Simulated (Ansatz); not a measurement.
Cartesian coordinates in Å:
```
N -1.507 -1.254 -0.187
Si -0.186 -0.223 -0.557
Si 1.600 -0.696 0.887
C -0.601 1.619 -0.414
Cl 0.874 2.559 -0.792
H -1.781 -1.476 0.755
H -2.232 -1.463 -0.852
H 0.178 -0.455 -1.980
H 2.865 -0.051 0.450
H 1.272 -0.216 2.260
H 1.811 -2.169 0.955
H -0.918 1.899 0.592
H -1.376 1.926 -1.117
```

Total charge 0; spin multiplicity 1.

Question: List the ωB97M-V/def2-TZVPP orbital energies in eV (Ansatz 0.2.0). (Estimate.)

Answer: The calculation gave: Occupied: -2771.81, -1807.10, -1806.61, -394.28, -282.54, -262.17, -199.70, -199.49, -199.48, -148.13, -147.74, -102.25, -102.24, -102.22, -101.85, -101.85, -101.84, -26.69, -26.41, -21.37, -18.29, -16.88, -16.43, -15.11, -14.54, -13.52, -12.61, -11.98, -11.85, -10.86, -10.78, -10.40, -9.48. Lowest empty: 1.43, 2.13, 2.56, 2.79, 2.99, 3.25, 3.47, 3.74.
